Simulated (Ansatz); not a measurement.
Geometry optimisation, DFT PBE-D3(BJ), scalar-relativistic, plane waves, PAW in Ansatz.

Input file:

```yaml
crystal:
  lattice:
    - [6.745997, 0.0, 0.0]
    - [0.0, 6.745997, 0.0]
    - [0.0, 0.0, 6.745997]
  atoms:
    - { symbol: O, position: [0.7001578, 1.0532009, 0.1571598] }
    - { symbol: H, position: [0.601622, 0.9631567, 0.104274] }
    - { symbol: H, position: [0.801049, 0.966475, 0.2111389] }
    - { symbol: O, position: [0.4986657, 0.5358338, 0.8492691] }
    - { symbol: H, position: [0.6060391, 0.5032235, 0.7597054] }
    - { symbol: H, position: [0.410825, 0.6171851, 0.7700219] }
    - { symbol: O, position: [0.9953921, 0.4437219, 0.5149806] }
    - { symbol: H, position: [0.9246614, 0.5297745, 0.4243922] }
    - { symbol: H, position: [0.9362919, 0.3146392, 0.4935569] }
    - { symbol: O, position: [0.1702772, 0.955314, 0.6143493] }
    - { symbol: H, position: [0.1775602, 1.0693023, 0.5273564] }
    - { symbol: H, position: [0.1552828, 0.8441377, 0.5247438] }
    - { symbol: O, position: [0.1996476, 0.0643197, 1.021037] }
    - { symbol: H, position: [0.2268294, 0.1837296, 0.9460932] }
    - { symbol: H, position: [0.1547648, -0.029406, 0.9219654] }
    - { symbol: O, position: [0.6134864, 0.489221, 0.2724202] }
    - { symbol: H, position: [0.6059757, 0.6181365, 0.2096624] }
    - { symbol: H, position: [0.5835346, 0.3971716, 0.1663828] }
    - { symbol: O, position: [0.0155576, 0.6936016, 0.1067012] }
    - { symbol: H, position: [-0.0600587, 0.7147654, 0.2269028] }
    - { symbol: H, position: [0.1300542, 0.7788271, 0.1222347] }
    - { symbol: O, position: [0.6106865, 0.2099819, 0.782836] }
    - { symbol: H, position: [0.5062612, 0.1399391, 0.7135286] }
    - { symbol: H, position: [0.7070524, 0.1078565, 0.8128052] }
    - { symbol: C, position: [0.6422345, 0.7756424, 0.5717948] }
    - { symbol: O, position: [0.497961, 0.7033422, 0.435965] }
    - { symbol: H, position: [0.7859816, 0.7312706, 0.5130316] }
    - { symbol: H, position: [0.3687462, 0.7416181, 0.4861029] }
    - { symbol: H, position: [0.6393781, 0.9377095, 0.5843216] }
    - { symbol: H, position: [0.625, 0.7113105, 0.7201025] }
basis:
  ecutwfc: 420.0
kpoints:
  mp_grid: { grid: [1, 1, 1] }
hamiltonian:
  xc: pbe
  dispersion: d3bj
scf:
  occupations: { method: fermi_dirac, width: 0.02 }
  lower_state_search: "off"
relax:
  f_tol: 0.3
  max_steps: 15
  adjacent_minimum: "off"
output:
  write_density: true
  write_potential: true
  elf: true
  volumetric_format: npy
```

Command:

```bash
$ ansatz run input.yaml --threads 1 --pin off --max-ram 3072MiB --backend cpu --events-out ev --progress --plain --runs-dir out
```

**Question.** Where does it end, and by what steps?

**Answer.** The forces met the threshold. The threshold is loose, so the end isn't yet a minimum. The force dipped under the threshold on the way, but the program's further checks kept it going. Limits of this set-up: coarse k mesh. After 12 steps the energy has fallen by 5.957 eV; H6 moved furthest, 1.49 Å.

```
step  energy less start (eV)  largest force component (eV/Å)  accepted
   0                  0.0000                           2.863       yes
   1                 -1.6533                           1.127       yes
   2                 -2.5516                           2.174       yes
   3                 -3.2711                           1.675       yes
   4                 -3.9450                           1.489       yes
   5                 -4.5323                           2.613       yes
   6                 -4.9965                           1.993       yes
   7                 -5.4267                           1.012       yes
   8                 -5.6407                           0.628       yes
   9                 -5.7613                           0.444       yes
  10                 -5.8563                           0.276       yes
  11                 -5.9118                           0.315       yes
  12                 -5.9573                           0.213       yes
```

```xyz
30
Lattice="6.7460 0.0000 0.0000 0.0000 6.7460 0.0000 0.0000 0.0000 6.7460" Properties=species:S:1:pos:R:3
O 4.522 7.353 0.631
H 3.571 7.086 0.501
H 5.110 6.547 0.550
O 2.167 3.151 6.033
H 3.073 2.966 5.683
H 1.609 3.226 5.232
O 6.951 2.188 3.711
H 6.527 2.526 2.885
H 6.170 2.122 4.320
O 1.324 6.487 3.992
H 0.930 7.380 3.747
H 0.552 5.917 4.140
O 1.899 0.422 6.703
H 1.847 1.409 6.614
H 1.779 0.117 5.771
O 5.250 3.119 1.639
H 4.464 3.579 2.018
H 4.941 2.245 1.293
O -0.511 5.324 0.188
H -0.713 4.472 0.649
H 0.376 5.623 0.466
O 4.588 1.981 5.117
H 4.092 1.440 4.480
H 4.637 1.406 5.946
C 4.473 5.327 3.945
O 3.477 4.722 3.120
H 5.336 4.647 3.965
H 2.688 5.307 3.151
H 4.796 6.299 3.532
H 4.124 5.453 4.982
```

Run time: 17 s on 1 thread of Intel(R) Xeon(R) 6975P-C (Granite Rapids) (shared host), peak memory 0.46 GiB.
